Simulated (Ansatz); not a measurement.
(ZnO)n: binding per atom (eV) at several levels, gas phase, relaxed structures; Ansatz. Clusters are the lowest isomers that short searches found in that spin, judged at the geometry's level. Binding counts from free atoms in the multiplicity of their measured ground term, without zero-point energy. The structures are stationary points that may keep the symmetry of their start.

| species | state | geometry | PBE-D4/def2-SVP | PBE-D4/def2-TZVP | PBE0-D4/def2-TZVP |
| --- | --- | --- | --- | --- | --- |
| (ZnO)2 ring (Zn2O2) | singlet | r2SCAN-D4/def2-SVP | 2.09 | 1.98 | 1.74 |
| Zn3O3 | singlet | r2SCAN-D4/def2-SVP | 2.76 | 2.62 | 2.41 |
| Zn10O10 | singlet | r2SCAN-D4/def2-SVP | 3.20 | 2.97 | 2.80 |

Problem. Estimate the column for PBE0-D4/def2-SVP.

Solution. (ZnO)2 ring (Zn2O2) 1.78; Zn3O3 2.49; Zn10O10 2.97.
